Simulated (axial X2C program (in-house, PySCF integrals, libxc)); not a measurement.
## Photoelectron levels of TlSe⁻ by EOM-IP-CCSD

Calculated with an axial X2C code built on PySCF integrals: two-component X2C with atomic mean-field Coulomb and Gaunt terms, Gaussian nuclei, basis Tl dyall-acv3z, Se dyall-acv3z with contracted cores.

R = 2.412 Å (0.960 times 2.512 Å, the PBE0 minimum at charge -1 for the lowest determinant).

Vertical detachment energies of TlSe⁻ to the states of TlSe:

```json
{"Ω of TlSe": "1/2", "vertical detachment energy (eV)": "2.637", "above lowest (cm⁻¹)": "0", "ionised spinor": "43% Se pσ, 33% Tl pσ, 13% Tl sσ", "one-hole weight": "0.95"}
{"Ω of TlSe": "3/2", "vertical detachment energy (eV)": "2.653", "above lowest (cm⁻¹)": "133", "ionised spinor": "78% Se pπ, 11% Tl pπ, 6% Tl dπ", "one-hole weight": "0.93"}
{"Ω of TlSe": "1/2", "vertical detachment energy (eV)": "2.915", "above lowest (cm⁻¹)": "2244", "ionised spinor": "75% Se pπ, 13% Tl pπ", "one-hole weight": "0.93"}
{"Ω of TlSe": "1/2", "vertical detachment energy (eV)": "7.351", "above lowest (cm⁻¹)": "38024", "ionised spinor": "53% Tl sσ, 31% Se pσ, 7% Se sσ", "one-hole weight": "0.84"}
```

(1) What is the splitting of the first π pair in the table, and is it regular or inverted?

This point took 30 s on 1 thread of Intel(R) Xeon(R) 6975P-C (Granite Rapids), on a shared host.

Reference electrons by ω block (each with its −ω partner): 1/2: 34, 3/2: 17, 5/2: 6, 7/2: 1. 20 electrons of TlSe⁻ correlated (inner shells frozen), 82 natural virtual spinors (a truncated set); levels can be off by some tenths of an eV. Roots sought by Ω: (1/2: 4, 3/2: 3, 5/2: 1); rows need 60 % one-particle weight and stop where some Ω has no more roots. Missing are any skipped roots, higher Ω and states of a further excitation; these come out far too high here and may in truth be low or lowest. T1 of the reference 0.017 (Lee–Taylor). Number of frozen shells: Tl 5 s, 4 p, 2 d, 1 f; Se 3 s, 2 p, 1 d.

## Answers

(1) E(3/2) − E(1/2) = 133 − 2244 = -2111 cm⁻¹ at EOM-IP-CCSD: inverted, Ω = 3/2 lower. Splittings at this level can be off by ten to twenty per cent.
